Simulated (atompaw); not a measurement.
# Te (Z = 52) PAW (atompaw): all-electron and pseudo phase curves

- Element: Te (Z = 52)
- Generator: atompaw 4.2.0.5
- Type: PAW
- Functional: PBE
- Relativity: scalar-relativistic
- Frozen core: [Kr] 4d10
- Valence charge: 6
- Reference configuration: 5s2 5p4
- Partial waves: 5s (bound): rc 1.50 bohr; 5s channel at 0.1 Ry: rc 1.50 bohr; 5p (bound): rc 2.30 bohr; 5p channel at 0.5 Ry: rc 2.30 bohr; 5d channel at 0.05 Ry: rc 2.30 bohr; 5d channel at 1.85 Ry: rc 2.30 bohr
- Local potential: bessel scheme, radius 1.75 bohr
- Core correction: smooth core density matched at 1.55 bohr
- Augmentation charge: sinc compensation charge, radius 2.05 bohr; PAW radius 2.30 bohr; waves and projectors: custom rrkj gramschmidtortho

The phase is arctan(r·u′/u) with u = r·R(r), unwrapped; energies in Ry, scanned from -3 to 5 Ry. A pole is an energy at which the radial function vanishes at the test radius. The pseudo phase is shifted by a multiple of π to meet the all-electron one at the reference energy, and phase errors are pseudo minus all-electron; the curves can meet again beyond the range given. Levels narrower than the energy grid can be missing from the lists of poles.

```tsv
channel	radius (bohr)	reference energy (Ry)	poles, all-electron	poles, pseudo	unbroken range about the reference energy with phases within 0.05 rad	phase error 1 Ry above the reference energy (rad)
s	2.32	-1.11	0.66	0.66	the whole range	+0.000
p	2.32	-0.44	2.20	2.19	the whole range	+0.000
d	2.32	0.05	-2.98, 4.88	2.02	-2.5 to 2.0	-0.009
```

Note: ghost state, extra bound levels that the all-electron valence spectrum of the same l lacks: s at -142.7 eV. A true bound ghost makes a file unfit for plane-wave use.

Phases in the p channel:

```
E (Ry)  all-electron  pseudo
 -3.00         1.253   1.253
 -2.76         1.231   1.231
 -2.52         1.205   1.205
 -2.28         1.172   1.172
 -2.04         1.131   1.130
 -1.80         1.076   1.076
 -1.56         1.002   1.001
 -1.32         0.894   0.894
 -1.08         0.732   0.731
 -0.84         0.472   0.472
 -0.60         0.077   0.077
 -0.36        -0.396  -0.396
 -0.12        -0.781  -0.781
  0.12        -1.031  -1.031
  0.36        -1.190  -1.190
  0.60        -1.295  -1.295
  0.84        -1.369  -1.369
  1.08        -1.424  -1.424
  1.32        -1.467  -1.467
  1.56        -1.502  -1.502
  1.80        -1.531  -1.531
  2.04        -1.556  -1.556
  2.28        -1.578  -1.579
  2.52        -1.598  -1.599
  2.76        -1.617  -1.618
  3.00        -1.635  -1.637
  3.24        -1.652  -1.655
  3.48        -1.669  -1.673
  3.72        -1.687  -1.693
  3.96        -1.705  -1.714
  4.20        -1.724  -1.737
  4.44        -1.746  -1.764
  4.68        -1.769  -1.796
  4.92        -1.796  -1.836
```
